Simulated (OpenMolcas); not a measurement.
# 3s² 3p² along the 14-electron sequence

```json
{
 "Program": "OpenMolcas 26.06",
 "Method": "MS-CASPT2, IPEA 0.25 Eh, imaginary shift 0.1 Eh",
 "Basis": "ANO-R2",
 "Scalar Hamiltonian": "X2C, finite nucleus",
 "Spin-orbit coupling": "state interaction with AMFI integrals over the reference wave functions, term energies averaged over their components"
}
```

Active space for each ion: 4 electrons in 4 orbitals (3s 3p); closed shells correlated by CASPT2: 2s 2p.

Computed levels in cm-1 above ³P₀:

| Level | S2+ | Cl3+ | Ar4+ |
| --- | --- | --- | --- |
| ³P₁ | 269 | 449 | 706 |
| ³P₂ | 757 | 1233 | 1891 |
| ¹D₂ | 11060 | 13490 | 15990 |
| ¹S₀ | 26210 | 31610 | 36950 |
| weight of ³P in the lowest level (%) | 100 | 100 | 100 |

Measured, with the error of the calculation in %. Measured levels: S2+ from NIST levels in Podobedova, Kelleher and Wiese, J. Phys. Chem. Ref. Data 38, 171 (2009); Cl3+ from Moore, Atomic Energy Levels, vol. I, NSRDS-NBS 35 (1971 reprint of NBS Circular 467, 1949); Ar4+ from Saloman, J. Phys. Chem. Ref. Data 39, 033101 (2010).

```tsv
Level	S2+	Cl3+	Ar4+
³P₁	299 (-9.8)	491 (-8.6)	763 (-7.5)
³P₂	833 (-9.2)	1341 (-8.1)	2029 (-6.8)
¹D₂	11323 (-2.3)	13766 (-2.0)	16299 (-1.9)
¹S₀	27161 (-3.5)	32550 (-2.9)	37912 (-2.5)
```

The fine-structure level ³P₂ changes by a factor of 2.5 from S2+ to Ar4+. Its fourth root runs 5.25, 5.93, 6.59, with steps per unit of Z of 0.68, 0.67; equal steps would mean a (Z - σ)^4 law with constant σ.

¹D₂ changes by a factor of 1.45 over the same range, with steps per unit of Z of +2430, +2500 cm-1.

Term energies are means over components that CASPT2 splits; among the terms shown or strongly mixed into the levels shown the widest spread is 54 cm-1 (3s² 3p² ¹D, Cl3+). Over all roots computed the reference weight is 0.84 to 0.98 in S2+, 0.85 to 0.98 in Cl3+, 0.86 to 0.99 in Ar4+; the roots of lowest weight are the least certain, and an intruder state may touch them. Measured partners are found by configuration, term and J. A level has none where our copy of the source lacks it or the pairing is in doubt (some pairs that miss far off the trend of their configuration count as doubtful), and it then counts in no deviation. Levels of configurations outside the active space are missing.
